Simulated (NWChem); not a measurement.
Everything below was run with NWChem. System: HGe (+1), charge 1, spin multiplicity 1, at a geometry optimised with PBE0/def2-SVP. The structure started from a generated list of species.

The NWChem input:

```
start mol
memory heap 200 mb stack 900 mb global 1100 mb
charge 1
geometry units angstroms nocenter noautoz noautosym
  Ge     0.000000     0.000000     0.048235
  H      0.000000     0.000000    -1.543507
end
basis spherical
  * library def2-svp
end
dft
  xc pbe0
  semidirect memsize 60000000 filesize 0
  iterations 100
  convergence nolevelshifting
  cdft 1 1 charge -0.6 pop lowdin
end
task dft energy
```

The output up to the point where the run's verdict is printed (cleaned and shortened):

```
             Northwest Computational Chemistry Package (NWChem) 7.3.0
             --------------------------------------------------------

                                NWChem Input Module
                                -------------------

 Scaling coordinates for geometry "geometry" by  1.889725989
 (inverse scale =  0.529177249)

                             Geometry "geometry" -> ""
                             -------------------------

 Output coordinates in angstroms (scale by  1.889725989 to convert to a.u.)

  No.       Tag          Charge          X              Y              Z
 ---- ---------------- ---------- -------------- -------------- --------------
    1 Ge                  32.0000     0.00000000     0.00000000     0.04823500
    2 H                    1.0000     0.00000000     0.00000000    -1.54350700

 Effective nuclear repulsion energy (a.u.)      10.6384526940

            Nuclear Dipole moment (a.u.)
            ----------------------------
        X                 Y               Z
 ---------------- ---------------- ----------------
     0.0000000000     0.0000000000     0.0000245664


 Summary of "ao basis" -> "" (spherical)
 ------------------------------------------------------------------------------
       Tag                 Description            Shells   Functions and Types
 ---------------- ------------------------------  ------  ---------------------
 *                          def2-svp                  on all atoms

                                 NWChem DFT Module
                                 -----------------

 Summary of "ao basis" -> "ao basis" (spherical)
 ------------------------------------------------------------------------------
       Tag                 Description            Shells   Functions and Types
 ---------------- ------------------------------  ------  ---------------------
 Ge                         def2-svp                12       32   5s4p3d
 H                          def2-svp                 3        5   2s1p

 Summary of "ao basis" -> "ao basis" (spherical)
 ------------------------------------------------------------------------------
[...]
       Tag                 Description            Shells   Functions and Types
 ---------------- ------------------------------  ------  ---------------------
 Ge                         def2-svp                12       32   5s4p3d
 H                          def2-svp                 3        5   2s1p

            General Information
            -------------------
          SCF calculation type: DFT
          Wavefunction type:  closed shell.
          No. of atoms     :     2
          No. of electrons :    32
           Alpha electrons :    16
            Beta electrons :    16
          Charge           :     1
          Spin multiplicity:     1
          Use of symmetry is: off; symmetry adaption is: off
          Maximum number of iterations: 100
          AO basis - number of functions:    37
                     number of shells:    15
          Convergence on energy requested:  1.00D-06
          Convergence on density requested:  1.00D-05
          Convergence on gradient requested:  5.00D-04

              XC Information
              --------------
                         PBE0 Method XC Functional
                     Hartree-Fock (Exact) Exchange  0.250
          PerdewBurkeErnzerhof Exchange Functional  0.750
            Perdew 1991 LDA Correlation Functional  1.000 local
           PerdewBurkeErnz. Correlation Functional  1.000 non-local

             Grid Information
             ----------------
          Grid used for XC integration:  medium
          Radial quadrature: Mura-Knowles
          Angular quadrature: Lebedev.
          Tag              B.-S. Rad. Rad. Pts. Rad. Cut. Ang. Pts.
          ---              ---------- --------- --------- ---------
          Ge                  1.25      112           7.0       590
          H                   0.35       45           7.0       434
          Grid pruning is: on
          Number of quadrature shells:   157
          Spatial weights used:  Erf1

          Convergence Information
          -----------------------
          Convergence aids based upon iterative change in
          total energy or number of iterations.
          Levelshifting, if invoked, occurs when the
          HOMO/LUMO gap drops below (HL_TOL):  1.00D-02
          DIIS, if invoked, will attempt to extrapolate
          using up to (NFOCK): 10 stored Fock matrices.

                    Damping( 0%)  Levelshifting(0.0)       DIIS
                  --------------- ------------------- ---------------
          dE  on:    start             N/A                start
          dE off:    2 iters           N/A              100 iters

      Screening Tolerance Information
      -------------------------------
          Density screening/tol_rho:  1.00D-10
          AO Gaussian exp screening on grid/accAOfunc:  14
          CD Gaussian exp screening on grid/accCDfunc:  20
          XC Gaussian exp screening on grid/accXCfunc:  20
          Schwarz screening/accCoul:  1.00D-08

      Superposition of Atomic Density Guess
      -------------------------------------

 Sum of atomic energies:       -2075.54276938

 Renormalizing density from      33.00 to     32

      Non-variational initial energy
      ------------------------------

 Total energy =   -2036.598950
 1-e energy   =   -2827.865332
 2-e energy   =     780.627929
 HOMO         =      -0.683128
 LUMO         =      -0.495332

------------------------------------------------------------
EAF file 0: "./mol.aoints.0" size=524288 bytes
------------------------------------------------------------
               write      read    awrite     aread      wait
               -----      ----    ------     -----      ----
     calls:        1         0         0         0         0
   data(b): 5.24e+05  0.00e+00  0.00e+00  0.00e+00
   time(s): 0.00e+00  0.00e+00  0.00e+00  0.00e+00  0.00e+00
rate(mb/s): 0.00e+00  0.00e+00
------------------------------------------------------------
```

The program stopped with an error. NWChem stopped with the message: CDFT: multipliers go over limit.
